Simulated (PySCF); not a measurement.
C₆ coefficients of unlike pairs at BHandHLYP

Calculated with PySCF 2.14 from the dipole response of each species, C₆(A,B) = (3/π) ∫ α_A(iu) α_B(iu) du, in atomic units, from isotropic polarisabilities. For ions this is the dispersion term alone; charge-induced terms of lower order in 1/R come first.

| species | configuration | basis | relativity | α (bohr³) | C₆ (like pair) |
| --- | --- | --- | --- | --- | --- |
| P | [Ne] 3s2 3p3 (4S) | aug-cc-pV(D+d)Z (5s4p3d) | none | 24.65 | 183.2 |
| Ag(3+) | [Kr] 4d8 (3F) | def2-QZVPPD with the def2 core potential (28 electrons) (7s5p4d4f2g) | core potential | 3.865 | 17.13 |
| Te+ | [Kr] 4d10 5s2 5p3 (4S) | x2c-QZVPPall with one added diffuse shell each of s, p, d, f type (14s10p8d5f1g) | spin-free X2C | 21.94 | 186.0 |

Estimate C₆ for Te+ with P.

The integral gives 182.5. The combination rule 2 C_A C_B / (C_A α_B/α_A + C_B α_A/α_B) gives 183.2 and the geometric mean 184.6.

No spin-orbit coupling is included.

The other pairs:

| pair | C₆ |
| --- | --- |
| Ag(3+), P | 45.81 |
| Te+, Ag(3+) | 50.41 |
